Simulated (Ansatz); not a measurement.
C₂H₅AlGe (`C#[C][AlH][GeH3]`), one more setting.

```yaml
crystal:
  periodic: [false, false, false]
  atoms:
    - {symbol: C, position_ang: [-0.256191, 1.151106, -2.700055]}
    - {symbol: C, position_ang: [0.056881, 1.051951, -1.534064]}
    - {symbol: Al, position_ang: [0.526037, 0.850804, 0.301514]}
    - {symbol: Ge, position_ang: [-0.122680, -1.236593, 1.452716]}
    - {symbol: H, position_ang: [-0.529923, 1.242433, -3.727089]}
    - {symbol: H, position_ang: [1.291041, 2.037284, 1.016397]}
    - {symbol: H, position_ang: [-0.060858, -2.465474, 0.526717]}
    - {symbol: H, position_ang: [0.758768, -1.536648, 2.680394]}
    - {symbol: H, position_ang: [-1.574574, -1.141064, 1.966470]}
basis:
  gaussian: {orbitals: def2-SVP}
hamiltonian: {xc: {name: r2SCAN0}, dispersion: d4}
```

```sh
$ ansatz run in.yaml --threads 2 --pin off --events-out ev --progress --plain --max-ram 4352MiB
```

Shortened log:

```
Functional definition: r2SCAN0
1022 factors; integrals over basis functions are off by at most 1.5e-3 eV
mean field evaluation 1: about -65251.1485 eV, gradient 3.5e1 eV
mean field evaluation 2: about -65250.8057 eV, gradient 3.6e1 eV
mean field evaluation 4: about -65254.6323 eV, gradient 1.8e0 eV
mean field evaluation 8: about -65254.7017 eV, gradient 1.9e-1 eV
mean field evaluation 16: about -65254.7018 eV, gradient 1.6e-5 eV
mean field -65254.70182059 eV, -2398.0660606812 hartree, gradient 1.6e-5 eV, S^2 0.000000; 0 other end points of the search recorded, 0 dependent functions left out
reference -65254.70183035 eV, -2398.0660610399 hartree; 31, 31 occupied and 72, 72 virtual orbitals, 1022 factors
Total energy: -65254.75147968 eV, -2398.0678856189 hartree
```

It took 3.6 s on 2 threads of an Arm Neoverse V1 on a shared host, with 0.23 GiB of host memory at the peak.
